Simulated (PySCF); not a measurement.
**Telling isomers of C$_{2}$H$_{15}$NSi$_{4}$ apart by NMR**

PySCF calculation with shielding tensors at PBE0/pcSseg-1 (GIAO) and geometry from PBE0-D3(BJ)/def2-SVP; equivalent nuclei averaged, non-relativistic Hamiltonian, gas phase, one computed conformer.

Referencing at the same level of theory: 1H (σ = 31.27 ppm), 13C (σ = 184.41 ppm) against TMS. Where no couplings were computed, multiplicities follow the n + 1 count of equivalent neighbours, and m marks all less simple cases (inequivalent or close neighbours, rings, F or P nearby). Shifts are as computed. Against solution values, carbons near 30 ppm lie about +2 ppm off and those near 130 ppm about +5 ppm (rms about the fit 1.9 ppm; single classes can miss by 10 ppm). Of 1328 compounds with measured shifts, 309 miss one by over three times the rms of a fit or turn the order of signals round; such compounds aren't used in these exercises. Signals without a measured value on file couldn't be tested in this way; 1H shifts scatter by 0.2 ppm about their fit, and single ones miss by 0.5 ppm.

Tabulate the signals of `CN(C)[Si@H]([SiH3])[SiH2][SiH3]`, `CN(C)[SiH2][SiH]([SiH3])[SiH3]` and their relative energies.

## Answers


```json
{"SMILES": "CN(C)[Si@H]([SiH3])[SiH2][SiH3]", "carbon types": "2×CH3", "δC": "41.9", "δH": "5.14 (m, 1H), 3.59 (m, 3H), 3.57 (m, 1H), 3.47 (d, 3H), 3.41 (m, 1H), 2.39 (s, 6H)", "E rel. (kcal/mol)": "2.3"}
{"SMILES": "CN(C)[SiH2][SiH]([SiH3])[SiH3]", "carbon types": "2×CH3", "δC": "42.4", "δH": "5.03 (d, 2H), 3.69 (d, 6H), 3.08 (m, 1H), 2.44 (s, 6H)", "E rel. (kcal/mol)": "0.0"}
```

Energies are electronic energies at PBE0/pcSseg-1 on these geometries, without zero-point or thermal terms, each for the one conformer computed, which needn't be the lowest.
